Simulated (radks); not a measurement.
The numbers below are computed, except where a source is named.
Question: These are the eigenvalues of the occupied orbitals of an atom or ion with whole-number occupations (eV). Code: a radial shooting solver on a logarithmic mesh with Libxc functionals. Model: scalar-relativistic Kohn-Sham, exchange-only LDA, spin-polarised, spherical densities, point nucleus.

1s up: -12607.26
1s down: -12607.24
2s up: -1728.244
2s down: -1727.121
2p up: -1536.474
2p down: -1535.612
3s up: -331.1681
3s down: -329.4767
3p up: -270.8390
3p down: -269.1679
3d up: -170.7481
3d down: -169.0276

Which element is it, and in what charge state? The configuration may be excited. Open shells, if any, are filled with parallel spins first.

Answer: Z = 34, selenium, charge +7: Se7+ in [Ar] 3d9. The list shows which subshells hold electrons but not how many an open one holds; the 1s level, -463.31 hartree, gives Z - s = 30.4 by -(Z - s)^2/2, which with screening and relativity narrows Z to a few neighbours, and the depths of the outer levels then fix element, charge and occupations together.
